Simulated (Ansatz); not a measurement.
Errors in the atomisation enthalpy at 298 K

8 molecules holding Si, Ge, B, Al, Ga, P or As; the atomisation enthalpy at 298 K in kJ/mol, computed less measured. Shapes, held fixed at every level: PBE0-D4/def2-TZVP. Thermal terms are harmonic and unscaled (PBE0-D4/def2-TZVP); the spin-orbit lowering of the free atoms is taken from their spectra. Programs: Ansatz 0.2.0. Measured values: NIST-JANAF tables.

Levels: A = HF/def2-TZVPP; B = B2PLYP/def2-TZVPP; C = CCSDTQ/STO-3G; D = CCSD(T)/def2-TZVPP; E = CCSD(T)/CBS estimate.

```csv
molecule,from tabulated heats,A,B,C,D,E
SiO2 (silicon dioxide molecule),1254,-619,-36,-540,-88,-25
BCl2F (dichlorofluoroborane),1537,-374,-18,-118,-49,-9
BCl3 (boron trichloride),1337,-334,-21,-70,-47,-7
BClF2 (chlorodifluoroborane),1736,-410,-11,-196,-47,-5
BHF2 (SMILES FBF),1681,-377,-5,-118,-40,-3
BF3 (boron trifluoride),1944,-455,-13,-314,-52,-7
B(OH)O (oxoborinic acid),1847,-582,-20,-275,-76,-19
SiH3Cl (chlorosilane),1367,-314,-22,+201,-35,+5
```

Q: Which level does best on this set, which worst, and which err to one side?

A: 
```tsv
level	kind	mean error	mean absolute error	worst case
HF/def2-TZVPP	Hartree–Fock	-433.1	433.1	SiO2
B2PLYP/def2-TZVPP	double hybrid	-18.2	18.2	SiO2
CCSDTQ/STO-3G	coupled cluster or CI	-178.8	229.0	SiO2
CCSD(T)/def2-TZVPP	coupled cluster or CI	-54.2	54.2	SiO2
CCSD(T)/CBS estimate	coupled cluster or CI	-8.8	10.0	SiO2
```

On this set CCSD(T)/CBS estimate has the smallest mean absolute error and HF/def2-TZVPP the largest. HF/def2-TZVPP is too low in 8 of 8; B2PLYP/def2-TZVPP is too low in 8 of 8; CCSDTQ/STO-3G is too low in 7 of 8; CCSD(T)/def2-TZVPP is too low in 8 of 8; CCSD(T)/CBS estimate is too low in 7 of 8. The heats of SiH3Cl (chlorosilane) come from older tables and can be uncertain by 10 kJ/mol or more. Heats of the atoms come from ATcT where it has them, that of boron, 570 kJ/mol, from recent work. The levels differ in basis as well as in method. With so many references in doubt the order of the levels isn't settled. The tabulated values of SiO2, BCl2F, BClF2, BHF2, B(OH)O are in doubt (older tables, estimates, or at odds with other calculations) and kept here. Over the 3 molecules whose values aren't doubted the mean absolute errors are A 367.7; B 18.7; C 195.0; D 44.7; E 6.3. Hartree–Fock lacks correlation and underbinds. Correlated wave functions converge slowly with the basis. T1 is large for SiO2 (0.036), so single-reference values are less sure there. The CBS estimate extrapolates MP2 from def2-TZVPP and def2-QZVPP and adds CCSD(T) − MP2 in the triple-zeta set, cores frozen. The set is small.
